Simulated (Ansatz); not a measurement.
A search over several starts for the lowest SCF solution of the cluster Cs₂I₂⁻ at the given spin, in a small basis.

```yaml
crystal:
  periodic: [false, false, false]
  atoms:
    - {symbol: Cs, position_ang: [2.070250, -1.150467, -0.715577]}
    - {symbol: Cs, position_ang: [-2.070854, 1.157115, 0.705210]}
    - {symbol: I, position_ang: [1.510416, 1.927255, 1.268044]}
    - {symbol: I, position_ang: [-1.509812, -1.933913, -1.257676]}
basis:
  gaussian: {orbitals: def2-SVP, initial_orbitals: start.molden}
total_charge: -1
magnetization: {spin_polarized: true, initial_magnetization: 1}
hamiltonian: {xc: pbe0, dispersion: d4}
output: {orbitals: {seedname: orbitals}}
```

The file start.molden holds the orbitals of an earlier run on this structure, at another level or in another basis.

```sh
$ ansatz run in.yaml --threads 4 --pin off --events-out ev --progress --plain --max-ram 3916MiB
```

Output, abridged:

```
Functional definition: PBE0
1116 factors; integrals over basis functions are off by at most 1.4e-4 eV
mean field evaluation 1: about -17305.5558 eV, gradient 1.2e1 eV
mean field evaluation 2: about -17305.6755 eV, gradient 2.4e-1 eV
mean field evaluation 4: about -17305.7412 eV, gradient 2.0e-3 eV
mean field evaluation 8: about -17305.7412 eV, gradient 1.3e-5 eV
mean field evaluation 16: about -17305.7410 eV, gradient 5.4e-2 eV
mean field evaluation 32: about -17304.6020 eV, gradient 1.6e0 eV
mean field -17305.74122195 eV, -635.9742596541 hartree, gradient 2.7e-5 eV, S^2 0.750188; 10 other end points of the search recorded, 0 dependent functions left out
reference -17305.74125839 eV, -635.9742609932 hartree; 35, 34 occupied and 65, 66 virtual orbitals, 1116 factors
Total energy: -17305.85442991 eV, -635.9784199698 hartree
```

Hardware: 4 threads of Arm Neoverse V1 on a shared host. Wall time 15 s.

Other converged states that the search met: 0.10 eV higher (⟨S²⟩ = 0.75).

In the def2 sets Cs, I take a core potential; there is no spin–orbit coupling. The highest occupied level of the charge -1 doublet lies above zero (up to 0.36 eV). Energy differences put its binding near zero (0.08 eV; vertical, to the charge 0 singlet, at CCSD(T)/def2-SVPD), which leaves it undecided. The structure comes from a short search, and lower isomers may exist.
